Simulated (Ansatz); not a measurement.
ClFH₂NSV (`[NH2][V]([F])(=[S])[Cl]`) at its PBE0-D4/def2-TZVP geometry, where that method's forces vanish. Charge 0, multiplicity 1.

```xyz
7

N     0.7256   -0.0416   -0.8603
V    -0.4922    0.0496    0.4520
F    -2.0573   -0.3248   -0.1705
S    -0.3816    1.9098    1.1386
Cl    0.0189   -1.3593    1.9940
H     1.3760    0.6669   -1.1616
H     0.8106   -0.9006   -1.3922
```

**Question.** What forces (eV/Å) does r2SCAN-D4/def2-TZVPP give on these atoms in Ansatz 0.2.0? (Best estimate.)

**Answer.** The calculation gave: 
```
N1   0.232 -0.022 -0.283
V2  -0.074 -0.392  0.084
F3  -0.273 -0.064 -0.117
S4   0.018  0.648  0.231
Cl5  0.040 -0.157  0.145
H6   0.032  0.009 -0.034
H7   0.026 -0.022 -0.026
```
